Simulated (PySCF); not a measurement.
Gas-phase reaction: Sn(OH)2 + HO2 → SnO + 3 OH. Level: ωB97M-V/def2-TZVP†; standard pressure 1 bar.

Method: PySCF energies plus ideal-gas RRHO corrections (1 bar). † marks an energy on the PBE0/def2-TZVP geometry and frequencies. Open shells (unrestricted): HO2 (multiplicity 2), OH (multiplicity 2, electronic degeneracy 4); the rest are closed-shell singlets. Spin-orbit splitting is ignored; it lowers the true energy and changes the entropy of OH. Sn: scalar-relativistic def2 core potential, no spin-orbit coupling. Sn(OH)2: computed as isolated molecules; such fragments, hydroxides, amides, oligomers or adducts are transient or little studied in the gas. The harmonic model lacks anharmonicity and excited electronic states, which grow with temperature; levels with a mode under 35 cm⁻¹ are left out. Internal rotation in Sn(OH)2 is treated as a harmonic vibration of one conformer, which makes the entropy rough.

```tsv
T (K)	1000/T (1/K)	log10 K
800	1.2500	-21.52
1000	1.0000	-14.49
1200	0.8333	-9.82
1400	0.7143	-6.50
1600	0.6250	?
1800	0.5556	-2.10
```

Q: Fit log10 K = a + b·(1000/T) to the five rows, get the mean ΔH° and ΔS°, and predict log10 K at 1600 K.

A: Means: 1000/T = 0.8706, log10 K = -10.886. Sums of products about the means: Sxy = -7.99378, Sxx = 0.285735, so b = Sxy/Sxx = -27.98 and a = -10.886 − (-27.98)×0.8706 = 13.47.
ΔH° = −R ln 10 × 1000 K × b = −19.145 × (-27.98) = 536 kJ; ΔS° = R ln 10 × a = 258 J/K. The run's own values go from 539 kJ and 262 J/K at 800 K to 527 kJ and 253 J/K at 1800 K.
Prediction at 1600 K: 13.47 + (-27.98)×0.6250 = -4.02. The computed value is -4.02, 0.00 from the line.
For scale, ΔH°(298 K) is 539 kJ at this level, 544 kJ at ωB97X-V/def2-TZVP†, and runs from 294 to 812 kJ over the 18 levels computed.
